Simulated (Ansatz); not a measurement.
CH₅NOSiZn (`C1[NH][Zn][O][SiH2]1`) at its PBE0-D4/def2-TZVP geometry, where that method's forces vanish. Total charge 0; spin multiplicity 1.

| atom | x (Å) | y (Å) | z (Å) |
| --- | --- | --- | --- |
| C1 | 0.246 | -0.456 | 0.667 |
| N2 | 0.646 | -1.459 | -0.343 |
| Zn3 | -0.285 | -0.813 | -1.808 |
| O4 | -0.820 | 0.938 | -1.648 |
| Si5 | -0.306 | 1.237 | -0.117 |
| H6 | 1.097 | -0.237 | 1.326 |
| H7 | -0.576 | -0.798 | 1.311 |
| H8 | 0.535 | -2.405 | -0.010 |
| H9 | -1.386 | 1.812 | 0.733 |
| H10 | 0.849 | 2.181 | -0.111 |

Question: For each bond, give half the difference of the two atoms' forces along it (eV/Å; positive pushes the atoms apart) under PBE-D4, r2SCAN-D4, B3LYP-D4, ωB97M-V in def2-TZVPP. (Best estimate.)

Answer: The calculation gave: 
```
   bond  length (Å)  PBE-D4  r2SCAN-D4  B3LYP-D4  ωB97M-V
  C1–N2       1.478    0.05       0.21      0.24     0.37
 C1–Si5       1.945   -0.01       0.00      0.10    -0.08
  C1–H6       1.099    0.13      -0.01     -0.12    -0.15
  C1–H7       1.099    0.05      -0.07     -0.12    -0.08
 N2–Zn3       1.852    0.13      -0.03      0.22    -0.10
  N2–H8       1.009    0.27       0.03     -0.11    -0.13
 Zn3–O4       1.838    0.27      -0.02      0.17    -0.02
Zn3–Si5       2.657    0.32       0.01      0.36     0.12
 O4–Si5       1.643    0.45       0.06      0.12     0.17
 Si5–H9       1.490    0.01      -0.03     -0.15    -0.16
Si5–H10       1.491    0.00      -0.04     -0.14    -0.14
```

B3LYP here is the variant with VWN-RPA as its local correlation; programs differ in this.

Computed with Ansatz.
